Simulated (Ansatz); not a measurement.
Program: Ansatz. Geometries: PBE0-D4/def2-TZVP. ΔE: electronic, gas phase. CCSD(T)/CBS is the MP2 limit (def2-TZVPP, def2-QZVPP) plus CCSD(T) − MP2 in def2-TZVPP, frozen cores. This one scheme is used for every species. DFT in def2-TZVPP. B3LYP here is the variant with VWN-RPA as its local correlation; programs differ in this. def2 core potentials past Kr. For Sn outer-core shells are correlated without core-valence functions, which leaves a few kJ/mol of doubt a bond. Each species was taken in one conformer, which may not be the lowest.

Reaction (ligand exchange at the Sn–Cl bond): `[SiH3][N]([SiH3])[Sn][Cl]` + H–F → `[F][Sn][N]([SiH3])[SiH3]` + HCl

| level | ΔE (kcal/mol) |
| --- | --- |
| r2SCAN-D4 | 5.6 |
| BHLYP-D4 | 7.4 |
| BLYP | 2.9 |
| r2SCAN | 5.3 |
| PBE0 | 7.0 |
| B3LYP | 4.4 |
| CCSD/def2-SVP | 4.5 |
| MP2/CBS(def2) | 8.9 |

**Question.** What does CCSD(T)/CBS give? (An estimate is asked.)

**Answer.** Computed: +7.3 kcal/mol. The listed levels differ from it by -1.7, 0.1, -4.4, -2.0, -0.3, -2.9, -2.8, 1.6 kcal/mol.

Largest T1 diagnostic among the species: 0.016.

The D4 term adds +1.9 kcal/mol with B3LYP and +1.0 kcal/mol with PBE0; it sums over pairs of atoms, weighted by their polarisabilities, and B3LYP, whose exchange is more repulsive, gets the larger term. In def2-TZVPP, CCSD(T) changes the Hartree–Fock value by +0.8 kcal/mol (the triples alone add +0.3 kcal/mol) and MP2 by +2.5 kcal/mol. From PBE to PBE0 (25 % exact exchange), in def2-TZVPP and without D4, ΔE moves by +1.6 kcal/mol.

CCSD(T)/CBS has its own doubt, a few kJ/mol and more with outer-core shells, so smaller differences from it don't rank the levels.
